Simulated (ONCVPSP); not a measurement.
**Pseudopotential generation for Au (Z = 79): ONCV, PBE, scalar-relativistic.**

The input file (ONCVPSP 4.0.1):

```
# ATOM AND REFERENCE CONFIGURATION
# atsym  z   nc   nv     iexc    psfile
  Au 79.00   10    4        4      upf
#
#   n    l    f
    1    0    2.00
    2    0    2.00
    2    1    6.00
    3    0    2.00
    3    1    6.00
    3    2   10.00
    4    0    2.00
    4    1    6.00
    4    2   10.00
    4    3   14.00
    5    0    2.00
    5    1    6.00
    5    2   10.00
    6    0    0.50
#
# PSEUDOPOTENTIAL AND OPTIMIZATION
# lmax
    2
#
#   l,   rc,      ep,       ncon, nbas, qcut
    0    1.30    0.00    4    7    9.40
    1    1.05    0.00    5    8    6.20
    2    1.05    0.00    4    8    9.30
#
# LOCAL POTENTIAL
# lloc, lpopt,  rc(5),   dvloc0
    2    5    1.05    0.00
#
# VANDERBILT-KLEINMAN-BYLANDER PROJECTORs
# l, nproj, debl
    0    2    0.60
    1    2    3.80
    2    0    2.80
#
# MODEL CORE CHARGE
# icmod, fcfact, rcfact
    3    2.75    1.80
#
# LOG DERIVATIVE ANALYSIS
# epsh1, epsh2, depsh
   -6.00    5.00    0.04
#
# OUTPUT GRID
# rlmax, drl
    6.00    0.01
#
# TEST CONFIGURATIONS
# ncnf
    4
# nvcnf
#   n    l    f
    4
    5    0    2.00
    5    1    6.00
    5    2   10.00
    6    0    1.00
#
    4
    5    0    2.00
    5    1    6.00
    5    2   10.00
    6    0    0.00
#
    4
    5    0    2.00
    5    1    6.00
    5    2    9.00
    6    0    0.00
#
    5
    5    0    2.00
    5    1    6.00
    5    2    9.00
    6    0    1.00
    6    1    1.00
#
```

Command:

```bash
oncvpsp.x < Au.dat > Au.out
```

Resulting log (shortened: citation, most of the input echo, consistency checks and plot data are left out):

```
ONCVPSP  (Optimized Norm-Conservinng Vanderbilt PSeudopotential)
scalar-relativistic version 4.0.1

#   n    l    f        energy (Ha)
    1    0    2.00    -2.9690762E+03
    2    0    2.00    -5.2397140E+02
    2    1    6.00    -4.5291680E+02
    3    0    2.00    -1.2378432E+02
    3    1    6.00    -1.0317919E+02
    3    2   10.00    -8.1192587E+01
    4    0    2.00    -2.6984642E+01
    4    1    6.00    -2.0229737E+01
    4    2   10.00    -1.2126109E+01
    4    3   14.00    -3.1308100E+00
    5    0    2.00    -4.1330787E+00
    5    1    6.00    -2.3485576E+00
    5    2   10.00    -4.0282954E-01
    6    0    0.50    -3.4454475E-01

Reference configufation results
  iterations    29
  all-electron total energy (Ha)   -1.90117318D+04

Begin loop to  construct optimized pseudo wave functions
and semi-local pseudopoentials for all angular momenta

Calculating optimized projector #   1

 for l=   0

    Fraction of norm inside rc  0.888160
    Optimizing pswf for qcut=   9.40 a_B^-1,  ecut=  44.21 Ha
    Residual kinetic energy error=  1.04D-05 Ha

    Energy error per electron        Cutoff
         Ha          eV             Ha
         0.01000     0.27211       28.47
         0.00100     0.02721       34.84
         0.00010     0.00272       39.63
         0.00001     0.00027       44.76

Calculating optimized projector #   2

 for l=   0

    Fraction of norm inside rc  0.043553
    Optimizing pswf for qcut=   9.40 a_B^-1,  ecut=  44.21 Ha
    Residual kinetic energy error=  6.66D-06 Ha

    Energy error per electron        Cutoff
         Ha          eV             Ha
         0.01000     0.27211       23.87
         0.00100     0.02721       32.19
         0.00010     0.00272       38.05
         0.00001     0.00027       43.52

   Wellstate for l =  1  n =  7
     eigenvalue =   1.4514
     asymptotic potential =   1.9514
     half-point radius =  3.4825

Calculating optimized projector #   1

 for l=   1

    Fraction of norm inside rc  0.515775
    Optimizing pswf for qcut=   6.19 a_B^-1,  ecut=  19.18 Ha
    Residual kinetic energy error=  7.72D-02 Ha

    Energy error per electron        Cutoff
         Ha          eV             Ha
         0.01000     0.27211       60.68
         0.00100     0.02721      139.09
         0.00010     0.00272      167.33
         0.00001     0.00027      186.35

Calculating optimized projector #   2

 for l=   1

    Fraction of norm inside rc  0.038434
    Optimizing pswf for qcut=   6.19 a_B^-1,  ecut=  19.18 Ha
    Residual kinetic energy error=  1.57D-02 Ha

    Energy error per electron        Cutoff
         Ha          eV             Ha
         0.01000     0.27211       24.12
         0.00100     0.02721      169.65
         0.00010     0.00272      224.35
         0.00001     0.00027      250.29

Calculating optimized projector #   1

 for l=   2

    Fraction of norm inside rc  0.203379
    Optimizing pswf for qcut=   9.29 a_B^-1,  ecut=  43.15 Ha
    Residual kinetic energy error=  2.91D-04 Ha

    Energy error per electron        Cutoff
         Ha          eV             Ha
         0.01000     0.27211       15.57
         0.00100     0.02721       20.32
         0.00010     0.00272      174.42
         0.00001     0.00027      222.01

Construct Vanderbilt / Kleinmman-Bylander projectors

B matrix Hermiticity error, ll=   0
   1   2    7.0363E-04

  Orthonormal projector coefficients  2.0093E+01 -1.2043E+00

B matrix Hermiticity error, ll=   1
   1   2   -6.1642E-04

  Orthonormal projector coefficients  2.9806E+01 -1.3595E+01

Model core correction analysis
  based on d2Exc/dn_idn_j

d2excae - all-electron derivatives

   -2.998501D-02   -2.558812D-02   -1.258283D-02   -1.653864D-03
   -2.558818D-02   -2.486275D-02   -1.552966D-02   -2.416319D-03
   -1.258290D-02   -1.552970D-02   -1.727423D-02   -1.089588D-02
   -1.653791D-03   -2.416005D-03   -1.089499D-02   -2.719318D-02

d2excps - pseudofunction derivatives with no core correction

   -4.534109D-02   -3.459056D-02   -1.585788D-02   -3.020272D-03
   -3.459154D-02   -3.049275D-02   -1.750820D-02   -3.168254D-03
   -1.585841D-02   -1.750835D-02   -1.792340D-02   -1.118550D-02
   -3.020487D-03   -3.167970D-03   -1.118460D-02   -2.734839D-02

rms 2nd derivative error    5.387336E-03

rmatch, rhocmatch    0.7870   20.6799

Teter function model core charge with specified parameters

d2excps - pseudofunction derivatives with core correction

   -2.664878D-02   -2.195356D-02   -1.103503D-02   -1.787866D-03
   -2.195362D-02   -2.072913D-02   -1.321957D-02   -2.502729D-03
   -1.103507D-02   -1.321956D-02   -1.540326D-02   -1.083962D-02
   -1.787803D-03   -2.502442D-03   -1.083875D-02   -2.701931D-02

rms 2nd derivative error    2.146071E-03

Pseudoatom total energy -137.531947

Diagnostic tests using Vanderbilt-Kleinman-Bylander pseudopotentials
  1 or more projectors used as specified by nproj input data

   l    rcore       rmatch      e in        delta e   norm test  slope test

   0   1.3008089   1.3403042  -4.1330787  -0.0000123   1.0003109   1.0003125
   0   1.3008089   1.3403042  -0.3445448   0.0000117   1.0000811   1.0000772

   1   1.0550770   1.0871114  -2.3485576  -0.0000512   1.0002337   1.0002993
   1   1.0550770   1.0871114   1.4514424  -0.0000414   1.0007305   1.0007305

   2   1.0550770   1.0871114  -0.4028295   0.0000563   1.0000420   1.0000583

 Testing for bound ghosts
   n   l    E NL Schr. Eq   E Basis Diag.   E Cutoff

   1   0       -4.133091       -4.132504    112.16
   2   0       -0.344533       -0.210723    112.16

   2   1       -2.348609       -2.347027    271.06

 Testing for highly-localized positive-energy ghosts
       l    <radius>/rc     E Basis Diag.   E Cutoff

Test configuration 0

   n   l     f        eae           eps        diff
   1   0  2.0000-2969.07622822
   2   0  2.0000 -523.97139902
   2   1  6.0000 -452.91680360
   3   0  2.0000 -123.78431992
   3   1  6.0000 -103.17919078
   3   2 10.0000  -81.19258655
   4   0  2.0000  -26.98464246
   4   1  6.0000  -20.22973741
   4   2 10.0000  -12.12610851
   4   3 14.0000   -3.13081005
   5   0  2.0000   -4.13307867   -4.13309096   -1.23D-05
   5   1  6.0000   -2.34855762   -2.34860884   -5.12D-05
   5   2 10.0000   -0.40282954   -0.40277319    5.63D-05
   6   0  0.5000   -0.34454475   -0.34453306    1.17D-05

    Total energies and differences
      AE_ref= -1.90117318D+04  AE_tst= -1.90117318D+04  dif=  0.00D+00
      PS_ref= -1.37531947D+02  PS_tst= -1.37531947D+02  dif= -2.27D-13
      PSP excitation error=  2.27D-13

Test configuration 1

   n   l     f        eae           eps        diff
   1   0  2.0000-2968.92589778
   2   0  2.0000 -523.82239757
   2   1  6.0000 -452.76777819
   3   0  2.0000 -123.63495332
   3   1  6.0000 -103.02982059
   3   2 10.0000  -81.04334170
   4   0  2.0000  -26.83501075
   4   1  6.0000  -20.08010982
   4   2 10.0000  -11.97652401
   4   3 14.0000   -2.98117312
   5   0  2.0000   -3.98249004   -3.98230506    1.85D-04
   5   1  6.0000   -2.19696170   -2.19701315   -5.14D-05
   5   2 10.0000   -0.25273410   -0.25271250    2.16D-05
   6   0  1.0000   -0.21176012   -0.21164204    1.18D-04

    Total energies and differences
      AE_ref= -1.90117318D+04  AE_tst= -1.90118705D+04  dif= -1.39D-01
      PS_ref= -1.37531947D+02  PS_tst= -1.37670610D+02  dif= -1.39D-01
      PSP excitation error=  2.10D-05

Test configuration 2

   n   l     f        eae           eps        diff
   1   0  2.0000-2969.23845579
   2   0  2.0000 -524.13205489
   2   1  6.0000 -453.07748944
   3   0  2.0000 -123.94533868
   3   1  6.0000 -103.34021348
   3   2 10.0000  -81.35347159
   4   0  2.0000  -27.14592613
   4   1  6.0000  -20.39101133
   4   2 10.0000  -12.28732625
   4   3 14.0000   -3.29206627
   5   0  2.0000   -4.29519845   -4.29549415   -2.96D-04
   5   1  6.0000   -2.51159431   -2.51169672   -1.02D-04
   5   2 10.0000   -0.56330305   -0.56325872    4.43D-05

    Total energies and differences
      AE_ref= -1.90117318D+04  AE_tst= -1.90115247D+04  dif=  2.07D-01
      PS_ref= -1.37531947D+02  PS_tst= -1.37324705D+02  dif=  2.07D-01
      PSP excitation error= -1.16D-04

Test configuration 3

   n   l     f        eae           eps        diff
   1   0  2.0000-2969.72618425
   2   0  2.0000 -524.62115712
   2   1  6.0000 -453.56656093
   3   0  2.0000 -124.43344283
   3   1  6.0000 -103.82830940
   3   2 10.0000  -81.84179869
   4   0  2.0000  -27.63340372
   4   1  6.0000  -20.87845512
   4   2 10.0000  -12.77477372
   4   3 14.0000   -3.77917787
   5   0  2.0000   -4.77767282   -4.77790634   -2.34D-04
   5   1  6.0000   -2.98759060   -2.98790648   -3.16D-04
   5   2  9.0000   -1.00452237   -1.00492027   -3.98D-04

    Total energies and differences
      AE_ref= -1.90117318D+04  AE_tst= -1.90107453D+04  dif=  9.87D-01
      PS_ref= -1.37531947D+02  PS_tst= -1.36545066D+02  dif=  9.87D-01
      PSP excitation error= -3.58D-04

Test configuration 4

   n   l     f        eae           eps        diff
   1   0  2.0000-2969.11377668
   2   0  2.0000 -524.01325365
   2   1  6.0000 -452.95851115
   3   0  2.0000 -123.82514861
   3   1  6.0000 -103.21999912
   3   2 10.0000  -81.23380354
   4   0  2.0000  -27.02475652
   4   1  6.0000  -20.26985767
   4   2 10.0000  -12.16635749
   4   3 14.0000   -3.17080798
   5   0  2.0000   -4.16856026   -4.16804019    5.20D-04
   5   1  6.0000   -2.37722152   -2.37740417   -1.83D-04
   5   2  9.0000   -0.40393353   -0.40430772   -3.74D-04
   6   0  1.0000   -0.29933211   -0.29914052    1.92D-04
   6   1  1.0000   -0.07682554   -0.07676839    5.71D-05

    Total energies and differences
      AE_ref= -1.90117318D+04  AE_tst= -1.90115950D+04  dif=  1.37D-01
      PS_ref= -1.37531947D+02  PS_tst= -1.37394986D+02  dif=  1.37D-01
      PSP excitation error= -9.23D-05
```

The run took about 4.4 s on one core of a shared server CPU.
